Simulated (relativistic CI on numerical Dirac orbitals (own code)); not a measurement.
## Line list: Forbidden lines, W⁴⁷⁺

Computed by Dirac-Coulomb-Breit CI, orbitals from a KLI potential per configuration, model QED (radiative potential, 1s self-energy scaled to tabulated hydrogen-like ionisation energies), unscaled Slater integrals (own radial code, finite nucleus).

Configuration list (outside the closed core [Ne]): 3s²3p⁶3d⁹, 3s²3p⁵3d¹⁰, 3s3p⁶3d¹⁰, 3s²3p⁶3d⁸4s, 3s²3p⁶3d⁸4p, 3s²3p⁴3d¹⁰4s, 3s²3p⁶3d⁸4d, 3s²3p⁴3d¹⁰4p, 3s²3p⁵3d⁹4s, 3s²3p⁶3d⁸4f, 3s²3p⁴3d¹⁰4d, 3s3p⁵3d¹⁰4s, 3s²3p⁵3d⁹4p, 3s3p⁵3d¹⁰4p, 3s²3p⁶3d⁷4s², 3s²3p⁵3d⁹4d, 3s3p⁶3d⁹4s, 3s3p⁵3d¹⁰4d, 3s²3p⁶3d⁷4s4p, 3p⁶3d¹⁰4s, 3s²3p⁵3d⁹4f, 3s²3p⁶3d⁸5s, 3s²3p⁶3d⁷4p², 3s²3p⁶3d⁷4s4d, 3s3p⁶3d⁹4p, 3s²3p⁶3d⁸5p, 3p⁶3d¹⁰4p, 3s²3p⁵3d⁸4s², 3s²3p⁶3d⁸5d, 3s²3p⁶3d⁷4p4d, 3p⁶3d¹⁰4d, 3s²3p⁶3d⁸5f, 3s3p⁶3d⁹4d, 3s²3p⁶3d⁸5g, 3s²3p⁵3d⁸4s4p, 3s²3p⁶3d⁷4d². Levels of other configurations are missing.

| λ vac (Å) | Lower | Upper | Type | A (s⁻¹) | log gf |
| --- | --- | --- | --- | --- | --- |
| 4.7657 | 3s²3p⁶3d⁹ ²D5/2 [1] | 3s²3p⁵3d⁹4f ²G7/2 [400] | E2 | 2.36e+11 | -2.19 |
| 4.7744 | 3s²3p⁶3d⁹ ²D5/2 [1] | 3s²3p⁵3d⁹4f ²G9/2 [397] | E2 | 2.61e+11 | -2.05 |
| 4.7797 | 3s²3p⁶3d⁹ ²D5/2 [1] | 3s²3p⁵3d⁹4f ²G7/2 [393] | E2 | 1.12e+11 | -2.51 |
| 4.8145 | 3s²3p⁶3d⁹ ²D5/2 [1] | 3s²3p⁵3d⁹4p ²G9/2 [375] | E2 | 1.89e+11 | -2.18 |
| 4.8204 | 3s²3p⁶3d⁹ ²D5/2 [1] | 3s²3p⁵3d⁹4f ²F7/2 [372] | E2 | 1.22e+11 | -2.47 |
| 4.8213 | 3s²3p⁶3d⁹ ²D5/2 [1] | 3s²3p⁵3d⁹4f ²G9/2 [370] | E2 | 3.62e+10 | -2.90 |
| 4.8217 | 3s²3p⁶3d⁹ ²D5/2 [1] | 3s²3p⁵3d⁹4f ²F5/2 [369] | E2 | 1.30e+11 | -2.56 |
| 5.8067 | 3s²3p⁶3d⁹ ²D5/2 [1] | 3s²3p⁵3d⁹4p ²G9/2 [159] | E2 | 3.39e+10 | -2.77 |
| 6.0563 | 3s²3p⁶3d⁹ ²D3/2 [2] | 3s²3p⁶3d⁸4d ²D3/2 [135] | E2 | 2.07e+10 | -3.34 |
| 6.2158 | 3s²3p⁶3d⁹ ²D3/2 [2] | 3s²3p⁶3d⁸4d ²G7/2 [121] | E2 | 1.69e+10 | -3.11 |
| 6.2228 | 3s²3p⁶3d⁹ ²D5/2 [1] | 3s²3p⁶3d⁸4d ²P3/2 [85] | E2 | 2.82e+10 | -3.18 |
| 6.2250 | 3s²3p⁶3d⁹ ²D3/2 [2] | 3s²3p⁶3d⁸4d ²F5/2 [118] | E2 | 2.19e+10 | -3.12 |
| 6.2412 | 3s²3p⁶3d⁹ ²D5/2 [1] | 3s²3p⁶3d⁸4d ²F7/2 [82] | E2 | 1.26e+10 | -3.23 |
| 6.2490 | 3s²3p⁶3d⁹ ²D3/2 [2] | 3s²3p⁶3d⁸4d ⁴D7/2 [113] | E2 | 6.94e+09 | -3.49 |
| 6.2510 | 3s²3p⁶3d⁹ ²D5/2 [1] | 3s²3p⁶3d⁸4d ²D5/2 [80] | E2 | 1.48e+10 | -3.29 |
| 6.2583 | 3s²3p⁶3d⁹ ²D5/2 [1] | 3s²3p⁶3d⁸4d ⁴F9/2 [79] | E2 | 2.04e+10 | -2.92 |
| 6.2717 | 3s²3p⁶3d⁹ ²D5/2 [1] | 3s²3p⁶3d⁸4d ²P3/2 [76] | E2 | 1.39e+10 | -3.48 |
| 7.3431 | 3s²3p⁶3d⁹ ²D5/2 [1] | 3s²3p⁶3d⁸4s ²G9/2 [16] | E2 | 5.41e+09 | -3.36 |
| 7.6425 | 3s²3p⁶3d⁹ ²D3/2 [2] | 3s²3p⁶3d⁸4s ²G7/2 [17] | E2 | 6.81e+09 | -3.32 |
| 7.6990 | 3s²3p⁶3d⁹ ²D5/2 [1] | 3s²3p⁶3d⁸4s ²F7/2 [7] | E2 | 1.14e+10 | -3.09 |

Terms are leading LS components. Brackets give the number of a level in order of energy, since labels repeat. The list gives strong lines, with weight on those to low levels, among the lowest 400 of 3960 levels, so that lines to higher ones, which can be the strongest, are missing. Levels whose partners in the same complex of configurations lie outside the list can be far off, and so can their lines. Rates are taken at the computed energies, electric ones in the length gauge.

At this charge energies of transitions that change n are usually good to better than 1 %, and those within a shell (Δn = 0) to a few per cent.

LS names give the leading component of a level, which can be under half, so a name can repeat, a term be missing and a line seem to break the LS rules.
